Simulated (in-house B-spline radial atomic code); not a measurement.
Configurations of Sn+, with energies counted from [Kr] 4d10 5s2 5p1. Level of theory: non-relativistic LC-wPBE, spin-polarised, spherical fractional occupations, point nucleus; calculated with a B-spline radial code for spherical atoms. Shells without spins written out take the highest spin.

Caution: exact exchange at fractional occupations of open shells leaves self-interaction of up to several eV.

Occupations are held fixed; configurations that lie above the ionisation limit could autoionise.

```csv
configuration,E - E(ref) (eV),highest orbital,its <r> (bohr)
[Kr] 4d10 5s2 5d1,7.3918,5d up,5.842
[Kr] 4d10 4f1 5s1 5p1,17.655,4f up,10.38
"[Kr] 4d(5 up, 4 down) 5s2 5p(0 up, 1 down) 5d(0 up, 1 down)",41.972,5d down,5
[Kr] 4d9 5s2 5p1 6p1,42.142,6p up,7.121
[Kr] 4d9 5s2 5p1 6d1,44.237,6d up,10.86
"[Kr] 4d(4 up, 5 down) 5s2 5p(0 up, 1 down) 6f(0 up, 1 down)",45.94,6f down,25.92
[Ar] 3d10 4s2 4p5 4d10 5s2 5p1 6f1,107.16,6f up,25.93
```

Task: Order these further configurations by energy, lowest first.
A. [Kr] 4d9 5s2 5p1 5f1
B. [Kr] 4d9 5s2 5p1 5d1
C. [Ar] 3d10 4s2 4p5 4d10 5s2 5p1 6p1
D. [Ar] 3d9 4s2 4p6 4d10 5s2 5p1 6f1
E. [Ar] 3d(5 up, 4 down) 4s2 4p6 4d10 5s2 5p(0 up, 1 down) 6p(0 up, 1 down)

Result: B (41.839 eV), A (45.444 eV), C (103.35 eV), E (508.99 eV), D (512.79 eV).

Task: How far above the reference does [Ar] 3d10 4s2 4p(3 up, 2 down) 4d10 5s2 5p(0 up, 1 down) 5f(0 up, 1 down) lie?

Result: 106.73 eV; its least bound orbital is 5f down with <r> = 17.34 bohr.

Task: How far above the reference does [Ar] 3d10 4s2 4p5 4d10 5s2 5p1 6s1 lie?

Result: 100.6 eV; its least bound orbital is 6s up with <r> = 5.474 bohr.
